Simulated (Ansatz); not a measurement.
Total energies of `[Cl][Ge][Cl]`.

Cartesian coordinates in Å:
```
Cl -0.200 1.622 -0.585
Ge 0.577 -0.417 -0.606
Cl -0.377 -1.205 1.190
```

Total charge 0; spin multiplicity 1. Correlated methods include outer-core shells of Ge, which these sets cover unevenly. Scalar relativity is left out up to krypton. The geometry is a stationary point of PBE0-D4/def2-TZVP. Basis def2-TZVPP, Ansatz 0.2.0.

RPA on PBE orbitals: Hartree–Fock energy of these orbitals -2994.43005 Eh, correlation -0.95515 Eh (frozen core).

```tsv
functional	energy without D4 (Eh)	D4 term (kJ/mol)
PBE0	-2996.95595	-8.0
r2SCANh	-2997.43737	-2.1
```

**Question.** Give the same for LDA (SPW92), PBE, revPBE, BLYP, r2SCAN, B97M-V, B3LYP, r2SCAN0, HSE06 (plane-wave form), BHLYP, CAM-B3LYP, LC-ωPBE, ωB97X-V, ωB97M-V, B2PLYP, PBE-QIDH. (An estimate is asked.)

**Answer.** Ansatz gave: 
| functional | energy without D4 (Eh) | D4 term (kJ/mol) |
| --- | --- | --- |
| LDA (SPW92) | -2991.39675 | – |
| PBE | -2996.83623 | -9.4 |
| revPBE | -2997.19539 | -22.2 |
| BLYP | -2997.58361 | -20.2 |
| r2SCAN | -2997.44940 | -1.9 |
| B97M-V | -2996.89046 | – |
| B3LYP | -2997.59719 | -15.7 |
| r2SCAN0 | -2997.42055 | -2.4 |
| HSE06 (plane-wave form) | -2996.94161 | -7.6 |
| BHLYP | -2997.50058 | -14.9 |
| CAM-B3LYP | -2997.66751 | -8.3 |
| LC-ωPBE | -2996.97922 | – |
| ωB97X-V | -2997.18659 | – |
| ωB97M-V | -2997.36522 | – |
| B2PLYP | -2996.89462 | – |
| PBE-QIDH | -2996.45428 | – |

B3LYP takes the VWN-RPA correlation (the form of Gaussian; ORCA's B3LYP/G). HSE06 is the plane-wave form, built on full-range PBE exchange. The double hybrids freeze the cores in their second-order part.

LC-ωPBE has ω = 0.4 bohr⁻¹.
